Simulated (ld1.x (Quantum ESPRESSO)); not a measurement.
# platinum, PAW: configuration errors across variants

```
Element                 : platinum (Pt)
Generator               : ld1.x (Quantum ESPRESSO) 7.5
Type                    : PAW
Functional              : PBE
Relativity              : scalar-relativistic
Frozen core             : [Xe] 4f14
Valence charge          : 10
Reference configuration : 5d9 6s1 6p0
Partial waves           : 6s (bound): rcut 2.55, rcutus 2.70 bohr; 6s channel at 0.3 Ry: rcut 2.55, rcutus 2.70 bohr; 6p (bound, empty): rcut 3.40, rcutus 3.75 bohr; 6p channel at 0.65 Ry: rcut 3.40, rcutus 3.75 bohr; 5d (bound): rcut 2.00, rcutus 2.15 bohr; 5d channel at 0.05 Ry: rcut 2.00, rcutus 2.15 bohr
Local potential         : all-electron potential smoothed inside 2.05 bohr (lloc = -2)
Core correction         : Bessel-smoothed model core inside 1.75 bohr
Augmentation charge     : PSQ, inside the norm-conserving radii
```

All-electron excitation energies from the reference (eV): (1) 5d9 6s0 6p0 9.194; (2) 5d8 6s0 6p0 29.160; (3) 5d7 6s0 6p0 61.376; (4) 5d9 6s0 6p1 5.049; (5) 5d9 6s0.5 6p0 3.694; (6) 5d8 6s1 6p0 11.167; (7) 5d6 6s0 6p0 107.029.

Tests that are not counted but printed errors over 1 eV. “all radii but the core radius scaled by about 1.23 (s 3.34, p 4.62, d 2.66 bohr, rcut 3.14/4.20/2.46); local potential all-electron potential smoothed inside 2.52 bohr (lloc = -2)”: 5d6 6s0 6p0 (solver errors, printed error -306 eV).

2 further variants failed, have other tests or another functional or relativity, and are left out.

Errors AE − PS in meV (a dash: test not solved or not reliable):

| change | (1) | (2) | (3) | (4) | (5) | (6) | (7) | bound ghosts |
| --- | --- | --- | --- | --- | --- | --- | --- | --- |
| base | -6.1 | -38 | -216 | -2.3 | -2.2 | -21 | -672 | none |
| local potential all-electron potential smoothed inside 3.05 bohr (lloc = -2) | -5.8 | -41 | -240 | -2.4 | -2.1 | -22 | -752 | none |
| waves 6p (bound): rcut 3.40, rcutus 4.44 bohr; 6p channel at 0.65 Ry: rcut 3.40, rcutus 4.44 bohr | -6.1 | -38 | -216 | -2.8 | -2.2 | -21 | -672 | none |
| wave 6s channel at 0.3 Ry: rcut 2.55, rcutus 2.70 bohr becomes 6s channel at 0.5 Ry: rcut 2.55, rcutus 2.70 bohr | -6.1 | -38 | -216 | -2.3 | -2.2 | -21 | -672 | none |
| all radii but the core radius scaled by about 1.23 (s 3.34, p 4.62, d 2.66 bohr, rcut 3.14/4.20/2.46); local potential all-electron potential smoothed inside 2.52 bohr (lloc = -2) | -6.3 | -40 | -226 | -2.8 | -2.2 | +3.3 | – | none |

Question: Give the same row for: local potential all-electron potential smoothed inside 2.94 bohr (lloc = -2).

Answer: -5.8, -40, -233, -2.4, -2.1, -21, -731; bound ghosts: none.
